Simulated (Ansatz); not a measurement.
`C=C([SiH3])NBF` + `C[Si](Cl)(Cl)Cl` → `FB[Si](Cl)(Cl)Cl` + `C=C([SiH3])NC`  (redistribution)

Computed with Ansatz on PBE0-D4/def2-TZVP structures; ΔE is electronic, products minus reactants. CCSD(T)/CBS adds triple-zeta CCSD(T) − MP2 to the extrapolated MP2 energy (def2 sets, frozen cores). Functionals use def2-TZVPP. B3LYP here is the variant with VWN-RPA as its local correlation; programs differ in this. Each species was taken in one conformer, which may not be the lowest.

CCSD(T)/CBS gives +60.9 kcal/mol.

**Question.** Another level gave +61.6 kcal/mol. Which?
A. PBE/def2-TZVPP
B. MP2/def2-TZVPP
C. B3LYP/def2-TZVPP
D. ωB97M-V/def2-TZVPP

**Answer.** D. ωB97M-V 61.6, PBE 56.7, MP2/def2-TZVPP 62.9, B3LYP 59.1 kcal/mol.

Largest T1 diagnostic among the species: 0.013.

From PBE to PBE0 (25 % exact exchange), in def2-TZVPP and without D4, ΔE moves by +2.1 kcal/mol.
